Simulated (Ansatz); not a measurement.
`C=CCCCCCCCCCS` with charge +1. The state is a doublet with charge 1. Geometry r2SCAN-D4/def2-SVP, that of the neutral singlet; atoms count from 1.

Cartesian coordinates in Å:
```
C 3.9531 1.3514 4.6276
C 2.6456 1.2595 4.3582
C 2.0449 0.4919 3.2209
C 1.2741 1.3818 2.2387
C 0.6314 0.6023 1.0949
C -0.1322 1.4941 0.1169
C -0.6962 0.7618 -1.1021
C -1.7486 -0.2957 -0.7647
C -2.4490 -0.9007 -1.9826
C -1.5220 -1.6892 -2.9089
C -2.2738 -2.3409 -4.0626
S -1.2295 -3.3560 -5.1695
H 4.3267 1.9437 5.4678
H 4.6987 0.8371 4.0097
H 1.9339 1.8044 4.9961
H 2.8365 -0.0605 2.6835
H 1.3496 -0.2716 3.6220
H 1.9603 2.1469 1.8314
H 0.4914 1.9406 2.7859
H 1.4138 0.0435 0.5451
H -0.0440 -0.1640 1.5182
H -0.9562 2.0009 0.6552
H 0.5407 2.2999 -0.2292
H -1.1440 1.5018 -1.7914
H 0.1404 0.2987 -1.6575
H -1.2881 -1.1114 -0.1777
H -2.5099 0.1607 -0.1050
H -3.2589 -1.5690 -1.6363
H -2.9452 -0.0956 -2.5584
H -0.7405 -1.0257 -3.3207
H -0.9893 -2.4701 -2.3366
H -3.0313 -3.0464 -3.6812
H -2.8151 -1.5883 -4.6605
H -0.4675 -2.3359 -5.6271
```

Q: Estimate the Mulliken populations of the heavy atoms from the PBE0/def2-SVP orbitals of Ansatz.

A: 
```tsv
atom	charge (e)	spin (α − β)
C1	0.00	0.27
C2	-0.05	0.14
C3	-0.02	0.00
C4	-0.10	0.03
C5	-0.09	0.01
C6	-0.04	0.01
C7	-0.07	0.00
C8	-0.07	0.00
C9	-0.06	0.01
C10	-0.08	0.02
C11	-0.22	-0.02
S12	0.22	0.54
```
Mulliken values depend strongly on the basis.

Q: Where does the spin sit?

A: Summed by element: C 0.47, S 0.54, H -0.01, of 1 unpaired in all. Largest on single atoms: S12 0.54, C1 0.27, C2 0.14.

Q: And the Mayer bond orders between heavy atoms (over 0.3)?

A: C1–C2 1.70 (1.34 Å); C2–C3 1.08 (1.50 Å); C3–C4 1.02 (1.53 Å); C4–C5 1.07 (1.53 Å); C5–C6 1.06 (1.53 Å); C6–C7 1.09 (1.53 Å); C7–C8 1.05 (1.53 Å); C8–C9 1.09 (1.53 Å); C9–C10 1.05 (1.53 Å); C10–C11 1.00 (1.52 Å); C11–S12 1.04 (1.83 Å).
